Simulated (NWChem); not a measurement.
System: C2H8O2Si; SMILES [SiH3][C@@H](CO)O

Parts of the log:

```
             Northwest Computational Chemistry Package (NWChem) 7.3.0
             --------------------------------------------------------

 C1  symmetry detected

                             Geometry "geometry" -> ""
                             -------------------------

 Output coordinates in angstroms (scale by  1.889725989 to convert to a.u.)

  No.       Tag          Charge          X              Y              Z
 ---- ---------------- ---------- -------------- -------------- --------------
    1 O                    8.0000    -0.97519847     1.57053256     0.54030387
    2 C                    6.0000    -0.28765640     1.26689600    -0.66332668
    3 C                    6.0000     0.54861282    -0.00197538    -0.53904129
    4 O                    8.0000     1.59050508     0.32293139     0.40801178
    5 Si                  14.0000    -0.46876058    -1.50832398     0.07962351
    6 H                    1.0000    -0.29588021     1.60857717     1.23449929
    7 H                    1.0000    -1.05098317     1.14039442    -1.43752548
    8 H                    1.0000     0.37286424     2.09731068    -0.96176044
    9 H                    1.0000     0.98677969    -0.22067567    -1.52803429
   10 H                    1.0000     2.18112301    -0.44030373     0.49932372
   11 H                    1.0000    -1.65697832    -1.74458248    -0.78579773
   12 H                    1.0000    -0.88469677    -1.35742691     1.49429620
   13 H                    1.0000     0.42222829    -2.70399311    -0.00204786

 Effective nuclear repulsion energy (a.u.)     245.1791460466

                                 NWChem DFT Module
                                 -----------------

 Summary of "ao basis" -> "ao basis" (spherical)
 ------------------------------------------------------------------------------
       Tag                 Description            Shells   Functions and Types
 ---------------- ------------------------------  ------  ---------------------
 O                          def2-svp                 6       14   3s2p1d
 C                          def2-svp                 6       14   3s2p1d
 Si                         def2-svp                 8       18   4s3p1d
 H                          def2-svp                 3        5   2s1p

            General Information
            -------------------
          SCF calculation type: DFT
          Wavefunction type:  closed shell.
          No. of atoms     :    13
          No. of electrons :    50
           Alpha electrons :    25
            Beta electrons :    25
          Charge           :     0
          Spin multiplicity:     1
          Use of symmetry is: off; symmetry adaption is: off
          Maximum number of iterations: 150
          AO basis - number of functions:   114
                     number of shells:    56
          Convergence on energy requested:  1.00D-06
          Convergence on density requested:  1.00D-05
          Convergence on gradient requested:  5.00D-04

              XC Information
              --------------
                         B3LYP Method XC Potential
                     Hartree-Fock (Exact) Exchange  0.200
                        Slater Exchange Functional  0.800 local
                    Becke 1988 Exchange Functional  0.720 non-local
              Lee-Yang-Parr Correlation Functional  0.810
                  VWN I RPA Correlation Functional  0.190 local

             Grid Information
             ----------------
          Grid used for XC integration:  medium
          Radial quadrature: Mura-Knowles
          Angular quadrature: Lebedev.
          Tag              B.-S. Rad. Rad. Pts. Rad. Cut. Ang. Pts.
          ---              ---------- --------- --------- ---------
          O                   0.60       49          11.0       434
          C                   0.70       49          11.0       434
          Si                  1.10       88          11.0       590
          H                   0.35       45          12.0       434
          Grid pruning is: on
          Number of quadrature shells:   644
          Spatial weights used:  Erf1

      Superposition of Atomic Density Guess
      -------------------------------------

 Sum of atomic energies:        -517.36470519

      Non-variational initial energy
      ------------------------------

 Total energy =    -519.700908
 1-e energy   =   -1198.848762
 2-e energy   =     433.968709
 HOMO         =      -0.307987
 LUMO         =       0.064746

     ---------------------------------------------
      Total Density - Mulliken Population Analysis
     ---------------------------------------------

    Atom       Charge   Shell Charges
 -----------   ------   -------------------------------------------------------
    1 O    8     8.63   1.99  1.10  0.66  3.01  1.86  0.01
    2 C    6     5.77   1.99  0.94  0.17  1.82  0.80  0.06
    3 C    6     6.05   1.99  0.95  0.30  1.81  0.95  0.05
    4 O    8     8.62   1.99  1.10  0.65  3.00  1.87  0.01
    5 Si  14    13.60   2.00  1.99  1.01  0.28  5.94  1.14  1.10  0.13
    6 H    1     0.67   0.53  0.08  0.06
    7 H    1     0.93   0.69  0.21  0.02
    8 H    1     0.94   0.70  0.22  0.02
    9 H    1     0.91   0.69  0.20  0.02
   10 H    1     0.67   0.54  0.07  0.06
   11 H    1     1.07   0.69  0.36  0.01
   12 H    1     1.07   0.70  0.36  0.01
   13 H    1     1.08   0.70  0.37  0.01

   convergence    iter        energy       DeltaE   RMS-Dens  Diis-err
 ---------------- ----- ----------------- --------- --------- ---------
 d= 0,ls=0.0,diis     1   -520.6050562931 -7.66D+02  1.24D-02  7.53D-01
 d= 0,ls=0.0,diis     2   -520.5914171803  1.36D-02  6.80D-03  1.05D+00
 d= 0,ls=0.0,diis     3   -520.6891621133 -9.77D-02  1.24D-03  5.27D-02
 d= 0,ls=0.0,diis     4   -520.6940262591 -4.86D-03  2.62D-04  9.34D-04
 d= 0,ls=0.0,diis     5   -520.6941185168 -9.23D-05  8.62D-05  1.54D-04
  Resetting Diis
 d= 0,ls=0.0,diis     6   -520.6941345929 -1.61D-05  2.49D-05  1.23D-05
 d= 0,ls=0.0,diis     7   -520.6941357508 -1.16D-06  1.40D-05  9.60D-07
 d= 0,ls=0.0,diis     8   -520.6941356638  8.70D-08  8.01D-06  1.90D-06

         Total DFT energy =     -520.694135663786
      One electron energy =    -1203.370714558632
           Coulomb energy =      489.458479562670
    Exchange-Corr. energy =      -51.961046714466
 Nuclear repulsion energy =      245.179146046643

 Numeric. integr. density =       50.000019281204

                       DFT Final Molecular Orbital Analysis
                       ------------------------------------

 Vector   23  Occ=2.000000D+00  E=-3.284894D-01
              MO Center= -4.8D-01,  6.3D-01,  1.0D-01, r^2= 3.8D+00
   Bfn.  Coefficient  Atom+Function         Bfn.  Coefficient  Atom+Function
  ----- ------------  ---------------      ----- ------------  ---------------
     4      0.384630   1 O  px               18     -0.267966   2 C  px
     7      0.250412   1 O  px                3     -0.207450   1 O  s
    80      0.190882   7 H  s               105      0.168301  12 H  s
    75      0.164013   6 H  s                33     -0.153554   3 C  py
    90      0.131518   9 H  s               110     -0.129777  13 H  s

 Vector   24  Occ=2.000000D+00  E=-2.750516D-01
              MO Center= -2.0D-01,  1.0D+00,  2.0D-01, r^2= 2.8D+00
   Bfn.  Coefficient  Atom+Function         Bfn.  Coefficient  Atom+Function
  ----- ------------  ---------------      ----- ------------  ---------------
     5      0.498523   1 O  py                8      0.383635   1 O  py
    48     -0.214518   4 O  pz               46      0.176750   4 O  px
    51     -0.175464   4 O  pz               60     -0.172321   5 Si s
    32     -0.168572   3 C  px               31      0.166734   3 C  s
    90     -0.163031   9 H  s                85     -0.146361   8 H  s

 Vector   25  Occ=2.000000D+00  E=-2.670383D-01
              MO Center=  5.0D-01,  2.4D-01,  8.4D-03, r^2= 3.2D+00
   Bfn.  Coefficient  Atom+Function         Bfn.  Coefficient  Atom+Function
  ----- ------------  ---------------      ----- ------------  ---------------
    48      0.251987   4 O  pz               33      0.246662   3 C  py
    46     -0.242638   4 O  px                5      0.240370   1 O  py
    47     -0.222810   4 O  py               49     -0.206977   4 O  px
    51      0.183665   4 O  pz                8      0.181205   1 O  py
    50     -0.179888   4 O  py               65     -0.164769   5 Si py

 Vector   26  Occ=0.000000D+00  E= 1.957522D-02
              MO Center=  7.7D-01, -8.5D-01,  1.8D-01, r^2= 5.6D+00
   Bfn.  Coefficient  Atom+Function         Bfn.  Coefficient  Atom+Function
  ----- ------------  ---------------      ----- ------------  ---------------
    31      0.949818   3 C  s                96     -0.764267  10 H  s
    68     -0.642858   5 Si py              101     -0.608065  11 H  s
    67     -0.564023   5 Si px               45      0.478437   4 O  s
    91     -0.437751   9 H  s                81     -0.333852   7 H  s
    36     -0.252359   3 C  py              111     -0.215182  13 H  s

 Vector   27  Occ=0.000000D+00  E= 4.860979D-02
              MO Center= -1.6D-01, -1.2D+00, -2.5D-01, r^2= 4.8D+00
   Bfn.  Coefficient  Atom+Function         Bfn.  Coefficient  Atom+Function
  ----- ------------  ---------------      ----- ------------  ---------------
    31      1.051766   3 C  s                69      1.011480   5 Si pz
    68     -0.701676   5 Si py              106     -0.698286  12 H  s
    91     -0.524764   9 H  s               101      0.515734  11 H  s
   111     -0.480480  13 H  s                17      0.440332   2 C  s
    45     -0.347454   4 O  s                96      0.297968  10 H  s

[...]
```

Level: B3LYP/def2-SVP. The geometry was optimised at B3LYP/6-31G* (spherical d).

**Question.** Write an input that gives this output.

**Answer.** Several could match; the one computed here: the input that was run:
```
start job
memory heap 200 mb stack 900 mb global 1100 mb
geometry units angstroms noautoz
  O     -0.981286     1.548571     0.648126
  C     -0.260986     1.336729    -0.556003
  C      0.570692     0.059723    -0.507064
  O      1.586263     0.307729     0.490494
  Si    -0.464369    -1.486999    -0.034644
  H     -0.321362     1.531079     1.361584
  H     -1.002737     1.272431    -1.358328
  H      0.408071     2.185836    -0.771221
  H      1.035844    -0.083290    -1.497573
  H      2.173629    -0.461920     0.538835
  H     -1.628404    -1.652507    -0.948024
  H     -0.919093    -1.444472     1.375494
  H      0.427741    -2.675293    -0.183819
end
basis spherical
  * library def2-svp
end
dft
  xc b3lyp
  iterations 150
  mulliken
end
task dft energy
```
